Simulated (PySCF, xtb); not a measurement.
C2H6AlIO, SMILES [O]([Al]([I])[CH3])C.

xtb with GFN2-xTB at its own geometry gives an orbital gap of 4.21 eV and a dipole moment of 5.57 D.

Geometry optimised at B3LYP-D3(BJ)/def2-SVP. The structure was generated by enumeration; whether it is a known compound was not checked. The def2 effective core potentials stand for the cores of I; spin–orbit coupling is left out. The values are those of a single conformer.

What does B3LYP/def2-TZVP run with PySCF give? (An estimate is asked for; the answer gives what the named calculation found.)

gap 6.58 eV (levels -7.33 and -0.75 eV), dipole 1.20 D.
